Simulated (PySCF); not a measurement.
Potential energy of LiIn along the bond

Set-up: PySCF, scalar-relativistic core potentials, basis sets Li cc-pVDZ, In cc-pVDZ-PP with ECP28. Energies in eV from Li + In in their ground configurations at the same level. State: ¹Σ⁺ (singlet), closed shell.

All columns are BP86. A positive dipole means Li(−)In(+).

```tsv
R (Å)	E (eV)	μ (D)	Mulliken charge on Li (basis-dependent)	HOMO (eV)	LUMO (eV)	Mayer bond order	⟨S²⟩
2.595	-0.751	-1.86	-0.11	-3.12	-2.67	1.17	0.00
2.715	-0.868	-1.78	-0.10	-3.12	-2.61	1.15	0.00
2.836	-0.936	-1.68	-0.08	-3.12	-2.56	1.12	0.00
2.926	-0.962	-1.59	-0.07	-3.11	-2.53	1.11	0.00
3.017	-0.971	-1.50	-0.06	-3.11	-2.51	1.09	0.00
3.107	-0.967	-1.40	-0.06	-3.10	-2.50	1.08	0.00
3.228	-0.945	-1.25	-0.05	-3.09	-2.49	1.07	0.00
3.379	-0.898	-1.07	-0.04	-3.07	-2.48	1.05	0.00
3.560	-0.822	-0.84	-0.04	-3.05	-2.49	1.04	0.00
3.801	-0.703	-0.53	-0.05	-3.02	-2.52	1.03	0.00
```

A fit through these points gives, at Re = 3.032 Å, μ = -1.48 D and dμ/dR = 1.11 D/Å; the reduced mass is 6.612 u.

Q: How strong is the fundamental in the double-harmonic approximation, I = 42.26·(dμ/dR)²/μred km/mol?

A: I = 42.26·(1.11)²/6.612 = 7.87 km/mol at BP86.

Closed-shell solutions of metal pairs were not tested for spin polarisation, which can lower them a little. Spin–orbit coupling is left out, which matters for elements this heavy, above all for dissociation energies.
